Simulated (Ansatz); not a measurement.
Ansatz (a first-principles code) input (B3LYP/6-31G* with LANL2DZ past Ar): The .json file joins the Basis Set Exchange's 6-31G* for atoms up to Ar and LANL2DZ past it.

Ansatz 0.2 input:
```yaml
crystal:
  periodic: [false, false, false]
  atoms:
    - {symbol: Pb, position_ang: [0.00000000, 0.00000000, 1.34561395]}
    - {symbol: Pb, position_ang: [-0.00000000, -0.00000000, -1.30754533]}
    - {symbol: H, position_ang: [-0.00000000, -0.00000000, -3.12162749]}
basis:
  gaussian:
    orbitals: 6-31Gs+LANL2DZ.json
hamiltonian:
  xc: {name: B3LYP}
total_charge: -1
phonons: {temperatures: {t_min: 298.15, t_max: 298.15, t_step: 100}}
```

Output:

```
Functional definition: B3LYP
integrals: 0.01 GiB planned
309 factors; integrals over basis functions are off by at most 1.7e-4 eV
mean field: 0.06 GiB planned
mean field evaluation 1: about -205.4878 eV, gradient 4.6e0 eV
mean field evaluation 2: about -204.9655 eV, gradient 1.0e1 eV
mean field evaluation 4: about -205.6281 eV, gradient 2.1e-1 eV
mean field evaluation 8: about -205.6278 eV, gradient 2.9e-3 eV
mean field -205.62779802 eV, -7.5566821977 hartree, gradient 3.9e-6 eV, S^2 0.000000; 0 other end points of the search recorded, 0 dependent functions left out
the calculation of the forces begins
reference -205.62799245 eV, -7.5566893427 hartree; 5, 5 occupied and 13, 13 virtual orbitals, 309 factors
these checks for a lower state are left out or cut short: stability, starts, cluster_reference, orbital_swaps, neighbouring_geometries, increment
integrals: 0.01 GiB planned
309 factors; integrals over basis functions are off by at most 1.7e-4 eV
mean field: 0.06 GiB planned
mean field evaluation 16: about -205.6278 eV, gradient 4.5e-2 eV
mean field -205.62779798 eV, -7.5566821963 hartree, gradient 3.0e-6 eV, S^2 0.000000; 0 other end points of the search recorded, 0 dependent functions left out
the calculation of the forces begins
reference -205.62799241 eV, -7.5566893413 hartree; 5, 5 occupied and 13, 13 virtual orbitals, 309 factors
these checks for a lower state are left out or cut short: stability, starts, cluster_reference, orbital_swaps, neighbouring_geometries, increment
integrals: 0.01 GiB planned
309 factors; integrals over basis functions are off by at most 1.7e-4 eV
mean field: 0.06 GiB planned
mean field -205.62779798 eV, -7.5566821963 hartree, gradient 2.9e-6 eV, S^2 0.000000; 0 other end points of the search recorded, 0 dependent functions left out
the calculation of the forces begins
reference -205.62799241 eV, -7.5566893413 hartree; 5, 5 occupied and 13, 13 virtual orbitals, 309 factors
these checks for a lower state are left out or cut short: stability, starts, cluster_reference, orbital_swaps, neighbouring_geometries, increment
integrals: 0.01 GiB planned
309 factors; integrals over basis functions are off by at most 1.7e-4 eV
mean field: 0.06 GiB planned
mean field evaluation 32: about -205.6278 eV, gradient 2.2e-5 eV
mean field -205.62779798 eV, -7.5566821963 hartree, gradient 2.9e-6 eV, S^2 0.000000; 0 other end points of the search recorded, 0 dependent functions left out
the calculation of the forces begins
reference -205.62799241 eV, -7.5566893413 hartree; 5, 5 occupied and 13, 13 virtual orbitals, 309 factors
these checks for a lower state are left out or cut short: stability, starts, cluster_reference, orbital_swaps, neighbouring_geometries, increment
integrals: 0.01 GiB planned
309 factors; integrals over basis functions are off by at most 1.7e-4 eV
mean field: 0.06 GiB planned
mean field -205.62779798 eV, -7.5566821963 hartree, gradient 2.9e-6 eV, S^2 0.000000; 0 other end points of the search recorded, 0 dependent functions left out
the calculation of the forces begins
reference -205.62799241 eV, -7.5566893413 hartree; 5, 5 occupied and 13, 13 virtual orbitals, 309 factors
these checks for a lower state are left out or cut short: stability, starts, cluster_reference, orbital_swaps, neighbouring_geometries, increment
integrals: 0.01 GiB planned
309 factors; integrals over basis functions are off by at most 1.7e-4 eV
mean field: 0.06 GiB planned
mean field -205.62776525 eV, -7.5566809935 hartree, gradient 1.2e-6 eV, S^2 0.000000; 0 other end points of the search recorded, 0 dependent functions left out
the calculation of the forces begins
reference -205.62795972 eV, -7.5566881399 hartree; 5, 5 occupied and 13, 13 virtual orbitals, 309 factors
these checks for a lower state are left out or cut short: stability, starts, cluster_reference, orbital_swaps, neighbouring_geometries, increment
integrals: 0.01 GiB planned
309 factors; integrals over basis functions are off by at most 1.7e-4 eV
mean field: 0.06 GiB planned
mean field -205.62777510 eV, -7.5566813555 hartree, gradient 1.5e-6 eV, S^2 0.000000; 0 other end points of the search recorded, 0 dependent functions left out
the calculation of the forces begins
reference -205.62796949 eV, -7.5566884992 hartree; 5, 5 occupied and 13, 13 virtual orbitals, 309 factors
these checks for a lower state are left out or cut short: stability, starts, cluster_reference, orbital_swaps, neighbouring_geometries, increment
integrals: 0.01 GiB planned
309 factors; integrals over basis functions are off by at most 1.7e-4 eV
mean field: 0.06 GiB planned
mean field -205.62779780 eV, -7.5566821896 hartree, gradient 1.8e-6 eV, S^2 0.000000; 0 other end points of the search recorded, 0 dependent functions left out
the calculation of the forces begins
reference -205.62799223 eV, -7.5566893346 hartree; 5, 5 occupied and 13, 13 virtual orbitals, 309 factors
these checks for a lower state are left out or cut short: stability, starts, cluster_reference, orbital_swaps, neighbouring_geometries, increment
integrals: 0.01 GiB planned
309 factors; integrals over basis functions are off by at most 1.7e-4 eV
mean field: 0.06 GiB planned
mean field evaluation 64: about -205.6284 eV, gradient 5.6e-2 eV
mean field -205.62779780 eV, -7.5566821896 hartree, gradient 1.8e-6 eV, S^2 0.000000; 0 other end points of the search recorded, 0 dependent functions left out
the calculation of the forces begins
reference -205.62799223 eV, -7.5566893346 hartree; 5, 5 occupied and 13, 13 virtual orbitals, 309 factors
these checks for a lower state are left out or cut short: stability, starts, cluster_reference, orbital_swaps, neighbouring_geometries, increment
integrals: 0.01 GiB planned
309 factors; integrals over basis functions are off by at most 1.7e-4 eV
mean field: 0.06 GiB planned
mean field -205.62779780 eV, -7.5566821896 hartree, gradient 1.8e-6 eV, S^2 0.000000; 0 other end points of the search recorded, 0 dependent functions left out
the calculation of the forces begins
reference -205.62799223 eV, -7.5566893346 hartree; 5, 5 occupied and 13, 13 virtual orbitals, 309 factors
these checks for a lower state are left out or cut short: stability, starts, cluster_reference, orbital_swaps, neighbouring_geometries, increment
integrals: 0.01 GiB planned
309 factors; integrals over basis functions are off by at most 1.7e-4 eV
mean field: 0.06 GiB planned
mean field -205.62779780 eV, -7.5566821896 hartree, gradient 1.8e-6 eV, S^2 0.000000; 0 other end points of the search recorded, 0 dependent functions left out
the calculation of the forces begins
reference -205.62799222 eV, -7.5566893346 hartree; 5, 5 occupied and 13, 13 virtual orbitals, 309 factors
these checks for a lower state are left out or cut short: stability, starts, cluster_reference, orbital_swaps, neighbouring_geometries, increment
integrals: 0.01 GiB planned
309 factors; integrals over basis functions are off by at most 1.7e-4 eV
mean field: 0.06 GiB planned
mean field -205.62774048 eV, -7.5566800833 hartree, gradient 1.3e-6 eV, S^2 0.000000; 0 other end points of the search recorded, 0 dependent functions left out
the calculation of the forces begins
reference -205.62793492 eV, -7.5566872286 hartree; 5, 5 occupied and 13, 13 virtual orbitals, 309 factors
these checks for a lower state are left out or cut short: stability, starts, cluster_reference, orbital_swaps, neighbouring_geometries, increment
integrals: 0.01 GiB planned
309 factors; integrals over basis functions are off by at most 1.7e-4 eV
mean field: 0.06 GiB planned
mean field evaluation 96: about -205.6277 eV, gradient 2.0e-6 eV
mean field -205.62773991 eV, -7.5566800621 hartree, gradient 2.1e-6 eV, S^2 0.000000; 0 other end points of the search recorded, 0 dependent functions left out
the calculation of the forces begins
reference -205.62793433 eV, -7.5566872068 hartree; 5, 5 occupied and 13, 13 virtual orbitals, 309 factors
these checks for a lower state are left out or cut short: stability, starts, cluster_reference, orbital_swaps, neighbouring_geometries, increment
integrals: 0.01 GiB planned
309 factors; integrals over basis functions are off by at most 1.7e-4 eV
mean field: 0.06 GiB planned
mean field -205.62779794 eV, -7.5566821948 hartree, gradient 2.3e-6 eV, S^2 0.000000; 0 other end points of the search recorded, 0 dependent functions left out
the calculation of the forces begins
reference -205.62799237 eV, -7.5566893398 hartree; 5, 5 occupied and 13, 13 virtual orbitals, 309 factors
these checks for a lower state are left out or cut short: stability, starts, cluster_reference, orbital_swaps, neighbouring_geometries, increment
integrals: 0.01 GiB planned
309 factors; integrals over basis functions are off by at most 1.7e-4 eV
mean field: 0.06 GiB planned
mean field -205.62779794 eV, -7.5566821948 hartree, gradient 2.3e-6 eV, S^2 0.000000; 0 other end points of the search recorded, 0 dependent functions left out
the calculation of the forces begins
reference -205.62799237 eV, -7.5566893398 hartree; 5, 5 occupied and 13, 13 virtual orbitals, 309 factors
these checks for a lower state are left out or cut short: stability, starts, cluster_reference, orbital_swaps, neighbouring_geometries, increment
integrals: 0.01 GiB planned
309 factors; integrals over basis functions are off by at most 1.7e-4 eV
mean field: 0.06 GiB planned
mean field -205.62779794 eV, -7.5566821948 hartree, gradient 2.3e-6 eV, S^2 0.000000; 0 other end points of the search recorded, 0 dependent functions left out
the calculation of the forces begins
reference -205.62799237 eV, -7.5566893398 hartree; 5, 5 occupied and 13, 13 virtual orbitals, 309 factors
these checks for a lower state are left out or cut short: stability, starts, cluster_reference, orbital_swaps, neighbouring_geometries, increment
integrals: 0.01 GiB planned
309 factors; integrals over basis functions are off by at most 1.7e-4 eV
mean field: 0.06 GiB planned
mean field -205.62779794 eV, -7.5566821948 hartree, gradient 2.3e-6 eV, S^2 0.000000; 0 other end points of the search recorded, 0 dependent functions left out
the calculation of the forces begins
reference -205.62799237 eV, -7.5566893398 hartree; 5, 5 occupied and 13, 13 virtual orbitals, 309 factors
these checks for a lower state are left out or cut short: stability, starts, cluster_reference, orbital_swaps, neighbouring_geometries, increment
integrals: 0.01 GiB planned
309 factors; integrals over basis functions are off by at most 1.7e-4 eV
mean field: 0.06 GiB planned
mean field evaluation 128: about -205.6278 eV, gradient 1.1e-1 eV
mean field -205.62777601 eV, -7.5566813888 hartree, gradient 1.7e-6 eV, S^2 0.000000; 0 other end points of the search recorded, 0 dependent functions left out
the calculation of the forces begins
reference -205.62797039 eV, -7.5566885322 hartree; 5, 5 occupied and 13, 13 virtual orbitals, 309 factors
these checks for a lower state are left out or cut short: stability, starts, cluster_reference, orbital_swaps, neighbouring_geometries, increment
integrals: 0.01 GiB planned
309 factors; integrals over basis functions are off by at most 1.7e-4 eV
mean field: 0.06 GiB planned
mean field -205.62776670 eV, -7.5566810469 hartree, gradient 1.6e-6 eV, S^2 0.000000; 0 other end points of the search recorded, 0 dependent functions left out
the calculation of the forces begins
reference -205.62796118 eV, -7.5566881936 hartree; 5, 5 occupied and 13, 13 virtual orbitals, 309 factors
Total energy: -205.62799245 eV, -7.5566893427 hartree
Atom 0 at     0.000000     0.000000     1.345614 Å, force    -0.000000     0.000000    -0.002004 eV/Å
Atom 1 at    -0.000000    -0.000000    -1.307545 Å, force     0.000000    -0.000000     0.000107 eV/Å
Atom 2 at    -0.000000    -0.000000    -3.121627 Å, force    -0.000000     0.000000     0.001897 eV/Å
Dipole moment:    -0.000000     0.000000     0.302885 e Å
Vibrations: 83.24 83.24 152.40 1521.32 cm⁻¹, zero-point energy 0.114078 eV
```

The blocks after the first are displaced geometries, from whose forces the wavenumbers follow.

The dipole moment of an ion depends on the origin.
